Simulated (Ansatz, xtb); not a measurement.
## Ranking isomers of BH3OSi2

7 gas-phase structures of BH3OSi2, found in a search over its isomers (lower ones may exist). Each was relaxed with GFN2-xTB; where two conformers were screened, the lower at r2SCAN-D4/def2-SVP is listed:

A. a singlet given by its coordinates
B. `B[Si][SiH]=O`, a singlet
C. a singlet given by its coordinates
D. `O=[SiH]B[SiH]`, a singlet
E. `O=[Si]=[BH-][SiH2+]`, a singlet
F. `B1O[SiH2][Si]1`, a singlet
G. `B1O[Si][SiH2]1`, a singlet

A (Å):

```yaml
atoms:
  - { symbol: B, position_ang: [-2.0976, 1.3294, 0.0317] }
  - { symbol: O, position_ang: [-1.9072, 0.0711, 2.2875] }
  - { symbol: Si, position_ang: [-0.7989, 0.4249, 1.0495] }
  - { symbol: Si, position_ang: [-3.1866, 0.8513, 1.4902] }
  - { symbol: H, position_ang: [-2.1842, 1.8946, -0.9857] }
  - { symbol: H, position_ang: [0.4492, -0.1795, 1.5313] }
  - { symbol: H, position_ang: [-4.3167, 0.6749, 2.4106] }
```

Close contacts (Å): B1–Si3 1.88, B1–Si4 1.88, O2–Si3 1.70, O2–Si4 1.70, Si3–Si4 2.47, B1–H5 1.17, Si3–H6 1.47, Si4–H7 1.47.

C (Å):

```yaml
atoms:
  - { symbol: B, position_ang: [-1.9241, -1.8113, 0.9229] }
  - { symbol: O, position_ang: [-2.1065, -0.5306, 1.0326] }
  - { symbol: Si, position_ang: [-1.9830, 0.7320, 2.0986] }
  - { symbol: Si, position_ang: [-0.0517, 0.3121, 3.0199] }
  - { symbol: H, position_ang: [-2.0217, -2.3174, -0.1385] }
  - { symbol: H, position_ang: [-1.6629, -2.4652, 1.8820] }
  - { symbol: H, position_ang: [-3.2956, 1.2992, 1.7209] }
```

Close contacts (Å): B1–O2 1.30, O2–Si3 1.66, Si3–Si4 2.18, B1–H5 1.18, B1–H6 1.19, Si3–H7 1.48.

Problem. Estimate their order in r2SCAN-D4/def2-SVP energy at these geometries, lowest first.

Solution. Calculated order at r2SCAN-D4/def2-SVP: G (0.0), F (17.3), A (20.2), C (30.4), E (30.5), B (60.5), D (61.5) kcal/mol. Less than 1 kcal/mol parts C and E, so the order within that pair means little.

Energies above the lowest of each column, in kcal/mol; the last columns are at PBE0-D3(BJ)/def2-SVP geometries and were run for some of them only (a dash: not run or not comparable):

```tsv
structure	GFN2-xTB	HF/STO-3G	r2SCAN-D4/def2-SVP	PBE0-D3(BJ)/def2-SVP	CCSD(T)/def2-TZVP
G	18.0	0.0	0.0	0.0	0.0
F	20.1	22.6	17.3	11.0	9.1
A	10.8	92.5	20.2	–	–
C	0.0	68.1	30.4	–	–
E	1.2	119.3	30.5	–	–
B	15.6	135.8	60.5	–	–
D	17.1	149.9	61.5	–	–
```

CCSD(T)/def2-TZVP puts G lowest of those it was run on; GFN2-xTB picks C. Some further structures that were screened fall inside this span and aren't listed. Flexible structures stand in one conformer each, not always the lowest. Frequencies (PBE0-D3(BJ)/def2-SVP) were run for F, G alone. Large T1 diagnostics make some coupled-cluster values less sure.

Over these structures GFN2-xTB departs from r2SCAN-D4/def2-SVP by 20.1 kcal/mol on average once a common shift is removed. A GFN2-xTB relaxation took about 0.13 s and the r2SCAN-D4/def2-SVP energy about 1.3 s on a shared host (Ansatz 0.2.0, xtb 6.7.1).
